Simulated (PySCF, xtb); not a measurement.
Bi(Me)2(SiH3) (C₂H₉BiSi), SMILES [CH3][Bi]([CH3])[SiH3].

Harmonic wavenumbers (cm⁻¹) from xtb with GFN2-xTB at its own minimum, in rising order: 53, 78, 87, 118, 126, 156, 331, 421, 422, 508, 516, 727, 773, 775, 792, 807, 818, 820, 1292, 1301, 1499, 1503, 1504, 1508, 2264, 2267, 2295, 3065, 3066, 3068, 3071, 3081, 3084.

Q: What does B3LYP-D3(BJ)/def2-SVP run with PySCF 2.14.0 give at its own minimum? (An estimate is asked for; the answer gives what the named calculation found.)

A: 72, 94, 101, 118, 119, 150, 272, 450, 451, 466, 478, 695, 742, 756, 792, 862, 946, 946, 1175, 1189, 1431, 1434, 1440, 1440, 2184, 2200, 2202, 3046, 3047, 3161, 3161, 3169, 3169. Paired by order, the mean absolute difference is 54 cm⁻¹ and the zero-point energies are 60.3 and 60.0 kcal/mol.
